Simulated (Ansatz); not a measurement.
Species: C₂H₃Br₃Ge, net charge 0, singlet state. 
Geometry from a B3LYP-D3(BJ)/def2-TZVP (Ansatz, an electronic-structure program) optimisation:
SMILES: C=[CH][Ge]([Br])([Br])[Br]
```xyz
9

C     -2.9964    -0.7739    -0.6588
C     -2.2587     0.0186     0.1053
Ge    -0.3267     0.0316     0.0441
Br     0.4520     2.1378    -0.5214
Br     0.5533    -0.5018     2.1186
Br     0.4613    -1.4921    -1.5097
H     -4.0793    -0.7585    -0.6019
H     -2.5566    -1.4656    -1.3673
H     -2.7047     0.7091     0.8128
```

Basis-set convergence of Hartree-Fock and CCSD correlation energies (hartree) with Ansatz. Cores are frozen in the correlated levels unless marked. Spin-orbit coupling is left out. The frozen core is the preceding noble-gas configuration, with the filled d and f shells of earlier blocks. Non-relativistic.

```
basis        functions        E(HF)  E(corr, CCSD)
-----------  ---------  -----------  -------------
aug-cc-pVDZ        217  -9870.11676       -0.78278
aug-cc-pVTZ        397  -9870.43450       -0.98052
aug-cc-pVQZ        670  -9870.45013       -1.04617
```

Extrapolating the two largest sets (X = 3 and 4) as X^-3: E(corr) = (64·(-1.04617) - 27·(-0.98052))/37 = -1.0941 Eh, an estimate of the basis-set limit. The largest set recovers 95.6 % of it, the smallest 71.5 %.
